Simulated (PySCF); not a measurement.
Species: C3H7BS2.
Atom-mapped SMILES: `[CH3:1][B:2]1[S:3][CH2:4][CH2:5][S:6]1` (hydrogens: H7, H8, H9 on C1; H10, H11 on C4; H12, H13 on C5)

Method: PBE0-D3(BJ)/def2-SVP geometry optimisation, gas phase in PySCF 2.14.0; density fitting, grid level 1; the optimiser is geomeTRIC in internal coordinates, started from a GFN2-xTB structure with every atom displaced at random (about 0.01 Å).

Step 0: E = -25552.7860 eV
```
atom  x, y, z in Å  |  force x, y, z in eV/Å
C1      2.4325    0.5304    0.0713   -1.674   0.746   0.010
B2      0.8719    0.1698    0.0220    0.877   0.133  -0.016
S3      0.1162   -0.7413   -1.3388    0.647   0.201  -0.237
C4     -1.4669   -0.9634   -0.5377   -0.911  -0.667   0.357
C5     -1.7968    0.1877    0.3726    0.200   0.184   0.690
S6     -0.2815    0.6596    1.3092   -0.104  -0.092   0.017
H7      2.7886    0.6270    1.0878    0.240  -0.089   0.639
H8      3.0410   -0.1538   -0.4749    0.687  -0.823  -0.565
H9      2.5720    1.5285   -0.3759   -0.041   0.036  -0.109
H10    -1.4340   -1.9092    0.0438    0.003   0.215  -0.164
H11    -2.2494   -1.0757   -1.3040    0.026  -0.041  -0.046
H12    -2.0871    1.0810   -0.1804   -0.197   0.234  -0.285
H13    -2.5974   -0.0445    1.1061    0.247  -0.037  -0.291
```

Step 1: E = -25552.8124 eV
```
atom  x, y, z in Å  |  force x, y, z in eV/Å
C1      2.3960    0.5867    0.0513    0.402  -0.480   0.182
B2      0.9172    0.0822    0.0885   -0.282   0.315  -0.233
S3      0.1826   -0.8666   -1.2482   -0.215   0.047  -0.105
C4     -1.5119   -0.9793   -0.5372    0.258   0.179  -0.166
C5     -1.7568    0.1926    0.3918    0.241   0.007  -0.066
S6     -0.2559    0.5562    1.3752   -0.010   0.029   0.030
H7      2.7823    0.7094    1.0775    0.075   0.077  -0.101
H8      3.0566   -0.1273   -0.4818   -0.106   0.268   0.100
H9      2.4712    1.5686   -0.4527   -0.113  -0.146   0.058
H10    -1.5727   -1.9297   -0.0020   -0.066  -0.250   0.140
H11    -2.2349   -0.9914   -1.3705    0.077  -0.024   0.098
H12    -1.9842    1.1083   -0.1735   -0.092  -0.020  -0.035
H13    -2.5802   -0.0139    1.0826   -0.169  -0.002   0.097
```

**Question.** Estimate the geometry and energy of step 2. (The exact step hangs on the optimiser's Hessian estimate; all steps are aligned on step 1, rigid shifts and turns removed.)

**Answer.** E = -25552.8533 eV, largest force 0.311 eV/Å
```
atom  x, y, z in Å  |  force x, y, z in eV/Å
C1      2.4104    0.5643    0.0639    0.062  -0.270   0.142
B2      0.9027    0.1297    0.0539   -0.054   0.140  -0.021
S3      0.1580   -0.8031   -1.2920   -0.077   0.024  -0.030
C4     -1.5022   -0.9780   -0.5320    0.142   0.001  -0.009
C5     -1.7702    0.1935    0.3906    0.042  -0.006   0.025
S6     -0.2655    0.6112    1.3440    0.036  -0.024  -0.042
H7      2.7961    0.6752    1.0900   -0.006   0.038  -0.034
H8      3.0604   -0.1464   -0.4710   -0.035   0.062  -0.006
H9      2.5106    1.5451   -0.4273   -0.021   0.046  -0.026
H10    -1.5221   -1.9361    0.0104   -0.009   0.021   0.012
H11    -2.2423   -1.0180   -1.3444   -0.028  -0.043   0.013
H12    -2.0464    1.0894   -0.1857   -0.042   0.001  -0.005
H13    -2.5802   -0.0307    1.1006   -0.012   0.011  -0.019
```

The energy changes by -0.0408 eV. The first-order estimate −F·Δx gives -0.0623 eV and the mean of the old and new forces, exact on a quadratic surface, -0.0409 eV. The step makes an angle of 71° with the force vector and moves no atom by more than 0.081 Å.

What follows is the cost of the whole optimisation. Hardware: one thread of an Arm Neoverse V1, shared host. Cost: 50 s wall, 0.50 GiB resident at most.
